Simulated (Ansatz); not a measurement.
Consider the redistribution: `CC[Se]BF` + `OB(O)Br` → `CC[Se]B(O)O` + `FBBr`.

Program: Ansatz. Geometries: PBE0-D4/def2-TZVP. ΔE: electronic, gas phase. CCSD(T)/CBS is the MP2 limit (def2-TZVPP, def2-QZVPP) plus CCSD(T) − MP2 in def2-TZVPP, frozen cores. DFT in def2-TZVPP. B3LYP here is the variant with VWN-RPA as its local correlation; programs differ in this. For Br, Se outer-core shells are correlated without core-valence functions, which leaves a few kJ/mol of doubt a bond. Scalar relativity is left out up to krypton. Each species was taken in one conformer, which may not be the lowest.

| level | ΔE (kcal/mol) | difference from CCSD(T)/CBS |
| --- | --- | --- |
| PBE-D4 | 3.4 | 0.6 |
| r2SCAN-D4 | 3.4 | 0.6 |
| B3LYP-D4 | 3.1 | 0.3 |
| ωB97X-V | 2.9 | 0.1 |
| ωB97M-V | 3.0 | 0.2 |
| B2PLYP | 3.1 | 0.3 |
| r2SCAN | 3.5 | 0.7 |
| PBE0 | 3.5 | 0.7 |
| MP2/def2-TZVPP | 2.5 | -0.3 |
| CCSD/def2-TZVPP | 2.7 | -0.1 |
| CCSD(T)/def2-TZVPP | 2.7 | -0.1 |
| HF/def2-QZVPP | 2.8 | 0.0 |
| SCS-MP2/def2-QZVPP | 2.6 | -0.2 |
| HF/CBS(def2) | 2.8 | 0.0 |
| MP2/CBS(def2) | 2.6 | -0.2 |
| CCSD/CBS(def2) | 2.8 | 0.0 |
| CCSD(T)/CBS | 2.8 | 0 |

Largest T1 diagnostic among the species: 0.012.
